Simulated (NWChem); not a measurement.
System: InCl3; SMILES [Cl][In]([Cl])[Cl]

NWChem input:

```
start job
memory heap 200 mb stack 900 mb global 1100 mb
geometry units angstroms noautoz
  In     0.000000     0.000000     0.000000
  Cl     1.609854    -1.671806     0.000000
  Cl    -2.252754    -0.558271     0.000000
  Cl     0.642900     2.230077     0.000000
end
basis spherical
  * library def2-svp
end
ecp
  In library def2-ecp
end
dft
  xc xtpss03 ctpss03
  iterations 150
  mulliken
end
task dft energy
```

Output (shortened):

```
             Northwest Computational Chemistry Package (NWChem) 7.3.0
             --------------------------------------------------------

 C3H symmetry detected

                             Geometry "geometry" -> ""
                             -------------------------

 Output coordinates in angstroms (scale by  1.889725989 to convert to a.u.)

  No.       Tag          Charge          X              Y              Z
 ---- ---------------- ---------- -------------- -------------- --------------
    1 In                  49.0000     0.00000000    -0.00000000     0.00000000
    2 Cl                  17.0000    -1.71531157    -1.56341665     0.00000000
    3 Cl                  17.0000    -0.49630275     2.26721171     0.00000000
    4 Cl                  17.0000     2.21161431    -0.70379507     0.00000000

 Effective nuclear repulsion energy (a.u.)     683.9165898706

      Symmetry information
      --------------------

 Group name             C3h
 Group number             22
 Group order               6
 No. of unique centers     2

                                 NWChem DFT Module
                                 -----------------

 Summary of "ao basis" -> "ao basis" (spherical)
 ------------------------------------------------------------------------------
       Tag                 Description            Shells   Functions and Types
 ---------------- ------------------------------  ------  ---------------------
 In                         def2-svp                10       26   4s4p2d
 Cl                         def2-svp                 8       18   4s3p1d

      Symmetry analysis of basis
      --------------------------

        a'         19
        e'+        19
        e'-        19
        a"          9
        e"+         7
        e"-         7

  Rotation of axis

            General Information
            -------------------
          SCF calculation type: DFT
          Wavefunction type:  closed shell.
          No. of atoms     :     4
          No. of electrons :    72
           Alpha electrons :    36
            Beta electrons :    36
          Charge           :     0
          Spin multiplicity:     1
          Use of symmetry is: on ; symmetry adaption is: on
          Maximum number of iterations: 150
          AO basis - number of functions:    80
                     number of shells:    34
          Convergence on energy requested:  1.00D-06
          Convergence on density requested:  1.00D-05
          Convergence on gradient requested:  5.00D-04

              XC Information
              --------------
                  TPSS metaGGA Exchange Functional  1.000
             TPSS03 metaGGA Correlation Functional  1.000

             Grid Information
             ----------------
          Grid used for XC integration:  medium
          Radial quadrature: Mura-Knowles
          Angular quadrature: Lebedev.
          Tag              B.-S. Rad. Rad. Pts. Rad. Cut. Ang. Pts.
          ---              ---------- --------- --------- ---------
          In                  1.55      123           8.0       590
          Cl                  1.00       88          10.0       590
          Grid pruning is: on
          Number of quadrature shells:   211
          Spatial weights used:  Erf1

      Superposition of Atomic Density Guess
      -------------------------------------

 Sum of atomic energies:       -1596.02085950

      Non-variational initial energy
      ------------------------------

 Total energy =   -1567.502499
 1-e energy   =   -2955.055839
 2-e energy   =    1029.228509
 HOMO         =      -0.437446
 LUMO         =      -0.083017

      Symmetry analysis of molecular orbitals - initial
      -------------------------------------------------

  Numbering of irreducible representations:

     1 a'          2 e'+         3 e'-         4 a"          5 e"+
     6 e"-

  Orbital symmetries:

     1 a'          2 e'+         3 e'+         4 a'          5 e'+
     6 e'+         7 a'          8 e'+         9 e'+        10 a"
    11 e'+        12 e'+        13 e"+        14 e"+        15 a'
    16 a'         17 e'+        18 e'+        19 a"         20 a'
    21 e'+        22 e'+        23 e"+        24 e"+        25 a'
    26 e'+        27 e'+        28 a'         29 e'+        30 e'+
    31 a"         32 e"+        33 e"+        34 a'         35 e'+
    36 e'+        37 a'         38 a"         39 e'+        40 e'+
    41 a'         42 a"         43 e'+        44 e'+        45 e"+
    46 e"+

     ---------------------------------------------
      Total Density - Mulliken Population Analysis
     ---------------------------------------------

    Atom       Charge   Shell Charges
 -----------   ------   -------------------------------------------------------
    1 In  21    19.47   2.59 -0.60  0.59  0.17  3.24  2.75  0.47  0.16  9.71  0.39
    2 Cl  17    17.51   2.00  1.99  1.23  0.72  5.94  2.17  3.45  0.01
    3 Cl  17    17.51   2.00  1.99  1.23  0.72  5.94  2.17  3.45  0.01
    4 Cl  17    17.51   2.00  1.99  1.23  0.72  5.94  2.17  3.45  0.01

   convergence    iter        energy       DeltaE   RMS-Dens  Diis-err
 ---------------- ----- ----------------- --------- --------- ---------
 d= 0,ls=0.0,diis     1  -1570.3475088415 -1.93D+03  2.77D-02  5.76D-01
 d= 0,ls=0.0,diis     2  -1570.2172509670  1.30D-01  1.76D-02  1.31D+00
 d= 0,ls=0.0,diis     3  -1570.4276727873 -2.10D-01  2.05D-03  3.16D-02
 d= 0,ls=0.0,diis     4  -1570.4317864114 -4.11D-03  3.05D-04  9.12D-04
 d= 0,ls=0.0,diis     5  -1570.4318965554 -1.10D-04  5.32D-05  2.87D-05
  Resetting Diis
 d= 0,ls=0.0,diis     6  -1570.4319001623 -3.61D-06  1.34D-05  1.57D-06
 d= 0,ls=0.0,diis     7  -1570.4319003819 -2.20D-07  9.66D-06  5.43D-08

         Total DFT energy =    -1570.431900381891
      One electron energy =    -2955.083607973006
           Coulomb energy =     1127.848629970572
    Exchange-Corr. energy =     -101.521753243266
 Nuclear repulsion energy =      358.324830863808

 Numeric. integr. density =       71.999999921482

                  Occupations of the irreducible representations
                  ----------------------------------------------

                     irrep           alpha         beta
                     --------     --------     --------
                     a'                9.0          9.0
                     e'+              18.0         18.0
                     e'-               0.0          0.0
                     a"                3.0          3.0
                     e"+               6.0          6.0
                     e"-               0.0          0.0

                       DFT Final Molecular Orbital Analysis
                       ------------------------------------

 Vector   34  Occ=2.000000D+00  E=-2.983231D-01  Symmetry=e'+
              MO Center= -5.3D-01,  6.9D-01, -7.5D-14, r^2= 5.6D+00
   Bfn.  Coefficient  Atom+Function         Bfn.  Coefficient  Atom+Function
  ----- ------------  ---------------      ----- ------------  ---------------
    55      0.463708  3 Cl px                52      0.352326  3 Cl px
    37      0.314918  2 Cl px                34      0.241553  2 Cl px
    49      0.204989  3 Cl px                73      0.205016  4 Cl px
    70      0.159731  4 Cl px                38     -0.151328  2 Cl py
    31      0.140423  2 Cl px                17     -0.121218  1 In d -2

 Vector   35  Occ=2.000000D+00  E=-2.983231D-01  Symmetry=e'+
              MO Center=  5.3D-01, -6.9D-01, -9.8D-15, r^2= 5.6D+00
   Bfn.  Coefficient  Atom+Function         Bfn.  Coefficient  Atom+Function
  ----- ------------  ---------------      ----- ------------  ---------------
    74      0.450746  4 Cl py                71      0.342675  4 Cl py
    38      0.340843  2 Cl py                35      0.260854  2 Cl py
    68      0.199364  4 Cl py                56      0.192053  3 Cl py
    32      0.151673  2 Cl py                53      0.150081  3 Cl py
    37     -0.147384  2 Cl px                21     -0.121218  1 In d  2

 Vector   36  Occ=2.000000D+00  E=-2.927759D-01  Symmetry=a'
              MO Center=  8.5D-13, -4.7D-15, -4.7D-27, r^2= 6.4D+00
   Bfn.  Coefficient  Atom+Function         Bfn.  Coefficient  Atom+Function
  ----- ------------  ---------------      ----- ------------  ---------------
    55      0.375929  3 Cl px                74     -0.366711  4 Cl py
    38      0.284418  2 Cl py                52      0.271947  3 Cl px
    71     -0.265278  4 Cl py                37     -0.259233  2 Cl px
    35      0.205747  2 Cl py                34     -0.187528  2 Cl px
    49      0.159250  3 Cl px                68     -0.155345  4 Cl py

 Vector   37  Occ=0.000000D+00  E=-1.384148D-01  Symmetry=a'
              MO Center= -6.8D-16,  6.8D-16, -6.3D-19, r^2= 4.6D+00
   Bfn.  Coefficient  Atom+Function         Bfn.  Coefficient  Atom+Function
  ----- ------------  ---------------      ----- ------------  ---------------
     3      0.765057  1 In s                  4      0.524428  1 In s
     1     -0.399875  1 In s                 56      0.370125  3 Cl py
    73      0.361049  4 Cl px                37     -0.280027  2 Cl px
    38     -0.255230  2 Cl py                53      0.220041  3 Cl py
    70      0.214645  4 Cl px                34     -0.166477  2 Cl px

 Vector   38  Occ=0.000000D+00  E=-8.589569D-02  Symmetry=a"
              MO Center=  3.5D-15, -2.2D-15, -2.2D-18, r^2= 4.1D+00
   Bfn.  Coefficient  Atom+Function         Bfn.  Coefficient  Atom+Function
  ----- ------------  ---------------      ----- ------------  ---------------
    13      0.710741  1 In pz                16      0.441074  1 In pz
    39     -0.224441  2 Cl pz                57     -0.224441  3 Cl pz
    75     -0.224441  4 Cl pz                10     -0.171469  1 In pz
     7     -0.157722  1 In pz                36     -0.136551  2 Cl pz
    54     -0.136551  3 Cl pz                72     -0.136551  4 Cl pz

 Vector   39  Occ=0.000000D+00  E= 1.960157D-02  Symmetry=e'+
              MO Center= -1.2D-01,  3.0D-01,  1.1D-16, r^2= 6.0D+00
   Bfn.  Coefficient  Atom+Function         Bfn.  Coefficient  Atom+Function
  ----- ------------  ---------------      ----- ------------  ---------------
    14      0.980654  1 In px                11      0.509011  1 In px
    66     -0.412644  4 Cl s                 30      0.372426  2 Cl s
    38      0.280038  2 Cl py                55     -0.259149  3 Cl px
    73      0.223016  4 Cl px                74     -0.191337  4 Cl py
    65     -0.179617  4 Cl s                 29      0.162112  2 Cl s

     ---------------------------------------------
      Total Density - Mulliken Population Analysis
     ---------------------------------------------

    Atom       Charge   Shell Charges
 -----------   ------   -------------------------------------------------------
    1 In  21    20.32   2.60 -0.60  0.91  0.06  3.23  2.78  0.91  0.22  9.64  0.58
    2 Cl  17    17.23   2.00  1.98  1.27  0.70  5.93  2.12  3.21  0.01
    3 Cl  17    17.23   2.00  1.98  1.27  0.70  5.93  2.12  3.21  0.01
    4 Cl  17    17.23   2.00  1.98  1.27  0.70  5.93  2.12  3.21  0.01

     -------------------------------------------
      Total Density - Lowdin Population Analysis
     -------------------------------------------

    Atom       Charge   Shell Charges
 -----------   ------   -------------------------------------------------------
    1 In  21    20.99   1.38  0.54  0.69  0.36  3.03  2.84  1.02  0.58  9.39  1.15
    2 Cl  17    17.00   2.00  1.96  1.05  0.79  5.82  2.23  3.14  0.01
    3 Cl  17    17.00   2.00  1.96  1.05  0.79  5.82  2.23  3.14  0.01
    4 Cl  17    17.00   2.00  1.96  1.05  0.79  5.82  2.23  3.14  0.01

     Multipole analysis of the density
     ---------------------------------

     L   x y z        total         alpha         beta         nuclear
     -   - - -        -----         -----         ----         -------
     0   0 0 0     -0.000000    -36.000000    -36.000000     72.000000

     1   1 0 0      0.000000      0.000000      0.000000      0.000000
     1   0 1 0     -0.000000     -0.000000     -0.000000     -0.000000
     1   0 0 1     -0.000000     -0.000000     -0.000000      0.000000

     2   2 0 0    -48.396157   -269.454163   -269.454163    490.512170
     2   1 1 0      0.000000      0.000000      0.000000     -0.000000
     2   1 0 1      0.000000      0.000000      0.000000      0.000000
     2   0 2 0    -48.396157   -269.454163   -269.454163    490.512170
     2   0 1 1     -0.000000     -0.000000     -0.000000      0.000000
     2   0 0 2    -42.217170    -21.108585    -21.108585      0.000000
```

Level: TPSS/def2-SVP with def2 effective core potentials on In. Structure relaxed at the PBE0/def2-SVP level. def2 effective core potentials on In; no spin-orbit coupling.
